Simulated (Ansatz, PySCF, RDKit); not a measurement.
HCl (SMILES Cl) and GeH4 (SMILES [GeH4]) are pulled apart as rigid monomers along the line of their centres of mass, from the B3LYP-D3(BJ)/def2-TZVP minimum. Starting geometry (charge 0, multiplicity 1):
```xyz
7

Cl    -0.83990     0.82488    -0.48125
H     -1.07725     0.21030     0.62238
Ge     0.21330    -0.07963     3.37867
H      0.18561     1.44388     3.55045
H     -0.99330    -0.50335     2.51555
H      0.09827    -0.77198     4.74281
H      1.50254    -0.51087     2.66931
```

Interaction energies with rigid monomers; basis-set methods are counterpoise corrected unless marked otherwise.

Frozen-core correlation. Filled d and f shells under p-block atoms count as core.

Programs: Ansatz (a first-principles code) with Gaussian orbitals; PySCF for the dispersion terms; RDKit for the force fields. Each number belongs to the level named beside it.

```
H2···H5 (Å)  UFF (kJ/mol)  PBE-D4/def2-TZVPPD (kJ/mol)  B3LYP-D4/def2-TZVPPD (kJ/mol)  PBE0-D3(BJ)/def2-TZVPPD (kJ/mol)  MP2/def2-TZVPPD (kJ/mol)
-----------  ------------  ---------------------------  -----------------------------  --------------------------------  ------------------------
1.83                 38.5                         -6.0                           -3.7                              -5.0                      -2.0
2.02                  7.9                         -6.4                           -4.8                              -5.8                      -3.7
2.32                 -1.3                         -5.4                           -4.3                              -5.1                      -3.7
2.82           (withheld)                         -3.2                           -2.3                              -3.2                      -2.4
3.62                 -0.8                         -1.1                           -0.6                              -1.2                (withheld)
```

Problem. Some entries are withheld; supply them.

Solution. 
- 3.62, MP2/def2-TZVPPD (kJ/mol): -1.0
- 2.82, UFF (kJ/mol): -1.8
